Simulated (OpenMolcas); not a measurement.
## Pt2+ in CsCaF3: curves along the breathing mode

Pt2+ with its 6 nearest fluoride ions, on the Ca site of CsCaF3 (a = 4.526 Å, distance in the model lattice 2.263 Å). The rest of the host is ab initio model potentials to 7.6 Å, with orthogonalisation functions on the cations behind the ligands, and point charges beyond; the distance is set by hand and nothing relaxes. Ligand basis ANO-RCC-VDZP.

```
Program             : OpenMolcas 26.06
Method              : SS-CASPT2, IPEA 0.25 Eh, imaginary shift 0.1 Eh (closed shells correlated: 5s 5p and the ligand valence shells)
Basis               : ANO-RCC-VDZP [7s6p4d2f]
Scalar Hamiltonian  : DKH2, point nucleus
Active space        : 8 electrons in 5 orbitals (5d)
State averaging     : 2S+1 = 3 even, 10 roots; 2S+1 = 1 even, 15 roots
Spin-orbit coupling : RASSI with atomic mean-field integrals over the reference wave functions
```

Spin-free energies (labels of O, the rotations of Oh) in cm-1 above the lowest fitted minimum, as all ligands move together:

```json
{"R (Å)": "2.021", "3A2": "13430", "1E": "22410", "1A1": "31570", "3T1": "44370", "1T2": "46900", "1T1": "50250", "3T1(2)": "64350"}
{"R (Å)": "2.068", "3A2": "6340", "1E": "15400", "1A1": "24490", "3T1": "34760", "1T2": "37490", "1T1": "40760", "3T1(2)": "52420"}
{"R (Å)": "2.116", "3A2": "1970", "1E": "11080", "1A1": "20080", "3T1": "28080", "1T2": "30930", "1T1": "34340", "3T1(2)": "43700"}
{"R (Å)": "2.164", "3A2": "130", "1E": "9240", "1A1": "18160", "3T1": "24150", "1T2": "27110", "1T1": "30730", "3T1(2)": "38050"}
{"R (Å)": "2.211", "3A2": "540", "1E": "9670", "1A1": "18450", "3T1": "22730", "1T2": "25900", "1T1": "29560", "3T1(2)": "35220"}
{"R (Å)": "2.259", "3A2": "3040", "1E": "12170", "1A1": "20820", "3T1": "23570", "1T2": "26880", "1T1": "30680", "3T1(2)": "34770"}
{"R (Å)": "2.306", "3A2": "7470", "1E": "16610", "1A1": "25080", "3T1": "26620", "1T2": "29590", "1T1": "33890", "3T1(2)": "36930"}
```

Cubic fits give the following; the wavenumber is harmonic, with the mass of all moving ligands, small differences in it between states hang on the degree of the fit, a number in brackets counts states of one label, and the table is a selection of at most 14 states with clean curves.

```
 State  R0 (Å)  Breathing mode (cm-1)  Minimum (cm-1)
   3A2   2.178                    541               0
    1E   2.178                    540            9120
   1A1   2.180                    536           18000
   3T1   2.216                    548           22710
   1T2   2.214                    532           25910
   1T1   2.210                    546           29570
3T1(2)   2.241                    563           34690
 1E(2)   2.242                    550           43660
1T2(2)   2.241                    551           43850
1A1(2)   2.237                    552           59510
```

The minimum of 3T1 is shifted by +0.0380 Å against 3A2 (from the unrounded fits). With M = 114.0 u for the moving shell, the Huang-Rhys factor in this mode is S = M ω ΔR² / 2ħ = 0.01483 × 114.0 × 541 × 0.0380² = 1.32. Only the first shell moves, against a rigid host.

Roots that are degenerate in the reference are averaged as groups; the widest CASPT2 spread within a group is 350 cm-1 (the 3-fold group of multiplicity 3 near 15700 cm-1 above the lowest state of its run, R = 2.211). Shifts and gaps below about the spread of the groups concerned are not significant. Over all roots computed the reference weight is 0.72 in R = 2.021, 0.72 in R = 2.068, 0.72 in R = 2.116, 0.72 in R = 2.164, 0.72 in R = 2.211, 0.72 in R = 2.259, 0.72 in R = 2.306; a low but even weight reflects the number of correlated electrons. Real 4d8 and 5d8 ions are as a rule square planar and diamagnetic. Ligand-to-metal charge-transfer states are missing. With no ligand orbital active B as a rule stays too high, so bands that hang on it stand too high and its fall with covalency is understated. With one d shell and no ligand orbital active, 10Dq can be off by a tenth or more. The least metal-like active orbital is 84 % on the metal (Löwdin) and no ligand orbital is active, so the numbers are rough (holds for R = 2.021). Free-ion shares, where given, are those of the reference states; single-state CASPT2 does not remix them (holds for R = 2.306). No measured value stands beside these numbers.
